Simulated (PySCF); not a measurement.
Isomers of C3H7FOSi, mass 106.025 u with the commonest isotopes. Theory: wB97X-D/def2-SVPD in PySCF (dipole) on a GFN2-xTB geometry, gas phase. One conformer each, none proved a minimum here; rigid rotors.

Question: Order these by radius of gyration √(Σ m r²/M), largest first.
A. `[CH2:1]=[C:2]([O:3][CH3:4])[SiH2:5][F:6]` with C1–C2–O3–C4 0°, C1–C2–Si5–F6 0°
B. `[O:1]=[CH:2][C@@H:3]([F:4])[CH2:5][SiH3:6]` with O1–C2–C3–F4 -166°, C2–C3–C5–Si6 52°
C. `C[C@@H]1CO[Si@H]1F`
D. `[CH3:1][SiH2:2][O:3]/[CH:4]=[CH:5]/[F:6]` with C1–Si2–O3–C4 180°, Si2–O3–C4–C5 180°

Answer: D (2.248 Å), A (1.920 Å), B (1.813 Å), C (1.685 Å).

Question: Order these by rotational constant A, smallest first.
A. `[O:1]=[CH:2][C@@H:3]([F:4])[CH2:5][SiH3:6]` with O1–C2–C3–F4 -166°, C2–C3–C5–Si6 52°
B. `[CH2:1]=[C:2]([O:3][CH3:4])[SiH2:5][F:6]` with C1–C2–O3–C4 0°, C1–C2–Si5–F6 0°
C. `C[C@@H]1CO[Si@H]1F`
D. `[CH3:1][SiH2:2][O:3]/[CH:4]=[CH:5]/[F:6]` with C1–Si2–O3–C4 180°, Si2–O3–C4–C5 180°

Answer: A (4376 MHz), C (4835 MHz), B (6865 MHz), D (12449 MHz).

Question: Order these by rotational constant B, largest first.
A. `[CH2:1]=[C:2]([O:3][CH3:4])[SiH2:5][F:6]` with C1–C2–O3–C4 0°, C1–C2–Si5–F6 0°
B. `C[C@@H]1CO[Si@H]1F`
C. `[CH3:1][SiH2:2][O:3]/[CH:4]=[CH:5]/[F:6]` with C1–Si2–O3–C4 180°, Si2–O3–C4–C5 180°
D. `[O:1]=[CH:2][C@@H:3]([F:4])[CH2:5][SiH3:6]` with O1–C2–C3–F4 -166°, C2–C3–C5–Si6 52°

Answer: B (2311 MHz), D (2083 MHz), A (1571 MHz), C (1011 MHz).

```
             SMILES  point group  Ia (u·Å²)  Ib (u·Å²)  Ic (u·Å²)      κ  μa (D)  μb (D)  μc (D)
 C[C@@H]1CO[Si@H]1F           C1     104.52     218.72     278.72  -0.67    2.43    1.05    0.19
O=C[C@@H](F)C[SiH3]           C1     115.48     242.67     338.78  -0.59    0.81    0.44    0.39
     C=C(OC)[SiH2]F           Cs      73.61     321.77     386.15  -0.91    2.42    0.19    0.00
     C[SiH2]O/C=C/F           Cs      40.60     499.63     531.38  -0.99    2.31    0.07    0.00
```
